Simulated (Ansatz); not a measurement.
`[SiH3][SiH2][SeH]` → `[SiH3]`• + `[SiH2][SeH]`• at 700 K and 1 bar (homolysis of the Si–Si bond).

Program: Ansatz. Geometries: PBE0-D4/def2-TZVP. ΔE: electronic, gas phase. CBS: MP2 limit from def2 TZ/QZ plus the TZ coupled-cluster correction, frozen cores. This one scheme is used for every species. No spin–orbit coupling; open shells (•) take unrestricted orbitals. For Se outer-core shells are correlated without core-valence functions, which leaves a few kJ/mol of doubt a bond. Scalar relativity is left out up to krypton. Each species was taken in one conformer, which may not be the lowest.

```json
{"species": "`[SiH3][SiH2][SeH]`", "CCSD(T)/CBS energy (Eh)": "-2982.48284", "H − E (kJ/mol)": "204.9", "S (J/(mol·K))": "459.5"}
{"species": "`[SiH3]`•", "CCSD(T)/CBS energy (Eh)": "-290.80808", "H − E (kJ/mol)": "86.0", "S (J/(mol·K))": "258.6"}
{"species": "`[SiH2][SeH]`•", "CCSD(T)/CBS energy (Eh)": "-2691.54981", "H − E (kJ/mol)": "104.3", "S (J/(mol·K))": "348.6"}
```

H − E and S are ideal-gas, rigid-rotor, harmonic terms from PBE0-D4/def2-TZVP, for one conformer and one mirror image of each species, with the whole ground term of open shells counted as degenerate. 1 Eh = 2625.50 kJ/mol, R = 8.31446 J/(mol·K).

Problem. By hand: ΔE, ΔH, ΔS and ΔG.

Solution. ΔE = (-290.80808) + (-2691.54981) − (-2982.48284) = 0.12495 Eh = 328.1 kJ/mol. Δ(H − E) = 86.0 + 104.3 − 204.9 = -14.6, so ΔH = 313.5 kJ/mol. ΔS = 258.6 + 348.6 − 459.5 = 147.7 J/(mol·K). ΔG = 313.5 − 700 × (147.7)/1000 = 210.1 kJ/mol.

Problem. By hand: the equilibrium constant, and the temperature at which ΔG would vanish if ΔH and ΔS stayed fixed.

Solution. log₁₀ K = −ΔG/(RT ln 10) = -15.7. ΔG = 0 at ΔH/ΔS = 2123 K.

The number of gas molecules changes by +1, which sets the sign of ΔS. A doubt of 5 kJ/mol in ΔE shifts log₁₀ K by 0.4 here. Other conformers and mirror images would add mixing entropy, several J/(mol·K) or more a flexible species. These are equilibria of isolated gas molecules and say nothing of rates. Largest T1 diagnostic: 0.015 (customary marks: 0.02 for closed shells, 0.045 for open ones).
